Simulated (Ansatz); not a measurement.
Consider the atomization: `N=[C](O)[GeH2][NH2]` → C• + Ge• + 6 H• + 2 N• + O•.

Calculated with Ansatz (gas phase, PBE0-D4/def2-TZVP geometries, no zero-point term in ΔE). CBS: MP2 limit from def2 TZ/QZ plus the TZ coupled-cluster correction, frozen cores. This one scheme is used for every species, atoms too. No spin–orbit coupling; open shells (•) take unrestricted orbitals. Spin–orbit coupling would lower the free atoms: a little for C, O; clearly for Ge. For Ge outer-core shells are correlated without core-valence functions, so the limit isn't a true one: a few kJ/mol of doubt a bond, and 10 to 20 or more in all where bonds break to atoms. Scalar relativity is left out up to krypton. One conformer a species, not always the lowest.

`N=[C](O)[GeH2][NH2]`:

Cartesian coordinates in Å:
```
N -1.429 -1.688 0.220
C -0.757 -0.660 0.515
O -0.454 -0.412 1.804
Ge -0.028 0.726 -0.709
N 1.769 1.034 -0.515
H -1.584 -1.764 -0.781
H -0.842 -1.134 2.324
H -0.754 2.052 -0.446
H -0.278 0.194 -2.129
H 2.345 0.216 -0.663
H 2.013 1.436 0.380
```

```csv
species,SCS-MP2/def2-TZVPP energy (Eh)
`N=[C](O)[GeH2][NH2]`,-2301.63422
C•,-37.76105
Ge•,-2075.48945
H•,-0.49981
N•,-54.49155
O•,-74.95539
```

(1) Work out ΔE.

Largest T1 diagnostic among the species: 0.013.

## Answers

(1) ΔE = 6 × (-0.49981) + 2 × (-54.49155) + (-37.76105) + (-2075.48945) + (-74.95539) − (-2301.63422) = 1.44637 Eh = +39.36 eV. CCSD(T)/CBS gives +39.94 eV.

The D4 term adds +0.35 eV with B3LYP and +0.18 eV with PBE0; it sums over pairs of atoms, weighted by their polarisabilities, and B3LYP, whose exchange is more repulsive, gets the larger term. In def2-TZVPP, CCSD(T) changes the Hartree–Fock value by +12.78 eV (the triples alone add +0.81 eV) and MP2 by +13.45 eV; breaking electron pairs costs correlation energy, which Hartree–Fock lacks.

B3LYP here is the variant with VWN-RPA as its local correlation; programs differ in this.

For atomizations the MP2-based limit and the directly extrapolated one differ by several kJ/mol either way, and by 10 to 25 for some Ge, Se and Sn compounds, so smaller differences from it don't rank the levels.
